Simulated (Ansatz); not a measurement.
Li8H8: single points at one geometry.

```yaml
crystal:
  periodic: [false, false, false]
  atoms:
    - {symbol: Li, position_ang: [1.439866, 0.843244, -2.059488]}
    - {symbol: Li, position_ang: [-0.189051, 1.971941, 0.135313]}
    - {symbol: Li, position_ang: [-1.408382, -0.308712, -1.367379]}
    - {symbol: Li, position_ang: [-2.491911, -0.031704, 0.902418]}
    - {symbol: Li, position_ang: [2.264143, 1.359607, 0.233512]}
    - {symbol: Li, position_ang: [-1.212349, -2.168863, 0.923366]}
    - {symbol: Li, position_ang: [0.259522, -0.376198, 1.934277]}
    - {symbol: Li, position_ang: [1.338554, -1.289032, -0.701079]}
    - {symbol: H, position_ang: [-2.331361, -1.451701, -0.288358]}
    - {symbol: H, position_ang: [0.551432, -1.836508, 0.800747]}
    - {symbol: H, position_ang: [2.614385, -0.000848, -0.889958]}
    - {symbol: H, position_ang: [1.209181, 2.274631, -0.994627]}
    - {symbol: H, position_ang: [0.924715, 1.195512, 1.423350]}
    - {symbol: H, position_ang: [0.245959, -0.501377, -2.000258]}
    - {symbol: H, position_ang: [-1.722533, 1.139914, -0.225025]}
    - {symbol: H, position_ang: [-1.492173, -0.819906, 2.173179]}
basis:
  gaussian: {orbitals: def2-TZVPD, initial_orbitals: start.molden}
hamiltonian: {xc: pbe0, dispersion: d4}
scf: {omitted_lower_state_checks: [starts]}
output: {orbitals: {seedname: orbitals}}
```

The file start.molden holds the orbitals of an earlier run on this structure, at another level or in another basis.

```sh
$ ansatz run in.yaml --threads 4 --pin off --events-out ev --progress --plain --max-ram 3916MiB
```

Shortened log:

```
Functional definition: PBE0
1728 factors; their error is unknown
mean field evaluation 1: about -1767.1797 eV, gradient 6.2e0 eV
mean field evaluation 2: about -1767.3818 eV, gradient 1.6e-1 eV
mean field evaluation 4: about -1767.3825 eV, gradient 2.5e-4 eV
mean field -1767.38246299 eV, -64.9501075402 hartree, gradient 9.8e-6 eV, S^2 0.000000; 0 other end points of the search recorded, 0 dependent functions left out
reference -1767.38253805 eV, -64.9501102983 hartree; 16, 16 occupied and 192, 192 virtual orbitals, 1728 factors
Total energy: -1767.67902193 eV, -64.9610058799 hartree
Checks for a lower state left out: starts
```

Hardware: 4 threads of Arm Neoverse V2 on a shared host. Wall time 2.9 s.

The first input with `gaussian: {orbitals: def2-TZVP, initial_orbitals: start.molden}`, `hamiltonian: {xc: {name: CAM-B3LYP}, dispersion: d4}` (abridged; 1.8 s):

```
Functional definition: CAM-B3LYP
mean field -1769.59672275 eV, -65.0314800854 hartree, gradient 5.0e-5 eV, S^2 0.000000
Total energy: -1769.89886781 eV, -65.0425837114 hartree
Checks for a lower state left out: starts
```

The first input with `gaussian: {orbitals: def2-TZVP, initial_orbitals: start.molden}`, `hamiltonian: {xc: {name: r2SCAN0}, dispersion: d4}` (abridged; 3 s):

```
Functional definition: r2SCAN0
mean field -1770.40765474 eV, -65.0612812864 hartree, gradient 1.5e-5 eV, S^2 0.000000
Total energy: -1770.52500834 eV, -65.0655939515 hartree
Checks for a lower state left out: starts
```

As the first input, with `gaussian: {orbitals: def2-TZVP, initial_orbitals: start.molden}`, `hamiltonian: {xc: {name: wB97X-V}}` (abridged; 6.5 s):

```
Functional definition: wB97X-V
mean field -1771.23498450 eV, -65.0916850942 hartree, gradient 6.3e-5 eV, S^2 0.000000
Total energy: -1771.23497873 eV, -65.0916848820 hartree
Checks for a lower state left out: starts
```

First input, but with `gaussian: {orbitals: def2-TZVP, initial_orbitals: start.molden}`, `correlation: {method: ccsd_t}` and without the key `hamiltonian` (abridged; 33 s):

```
Functional definition: HF
mean field -1751.86400933 eV, -64.3798148867 hartree, gradient 2.6e-6 eV, S^2 0.000000
second order -12.01524880 eV of doubles, -0.00000000 eV of singles
cycle   1  -13.87814230 eV  change    -1.9e0 eV  update   7.6e-2
cycle   2  -14.40937341 eV  change   -5.3e-1 eV  update   2.5e-2
cycle   3  -14.39476688 eV  change    1.5e-2 eV  update   5.6e-3
cycle   4  -14.39238621 eV  change    2.4e-3 eV  update   1.9e-3
cycle   5  -14.39417606 eV  change   -1.8e-3 eV  update   5.8e-4
cycle   6  -14.39435453 eV  change   -1.8e-4 eV  update   1.6e-4
cycle   7  -14.39425251 eV  change    1.0e-4 eV  update   5.5e-5
cycle   8  -14.39424445 eV  change    8.1e-6 eV  update   1.9e-5
perturbative correction -0.08514219 eV, -0.0031289179 hartree
Total energy: -1766.34339597 eV, -64.9119225313 hartree
Checks for a lower state left out: starts
```

As the first input, with `hamiltonian: {xc: pbe, dispersion: d4}` (abridged; 2.5 s):

```
Functional definition: PBE
mean field -1765.98187261 eV, -64.8986367929 hartree, gradient 6.9e-6 eV, S^2 0.000000
Total energy: -1766.32118546 eV, -64.9111063101 hartree
Checks for a lower state left out: starts
```

As the first input, with `gaussian: {orbitals: def2-TZVP, initial_orbitals: start.molden}`, `hamiltonian: {xc: lda}` (abridged; 0.95 s):

```
Functional definition: SPW92
mean field -1738.95418186 eV, -63.9053874779 hartree, gradient 7.1e-6 eV, S^2 0.000000
Total energy: -1738.95429019 eV, -63.9053914588 hartree
Checks for a lower state left out: starts
```

Geometry: r2SCAN-D4/def2-SVP.

Correlated methods freeze no core orbitals; core or outer-core shells of Li are correlated, in sets that lack core-valence functions. The structure comes from a short search, and lower isomers may exist.
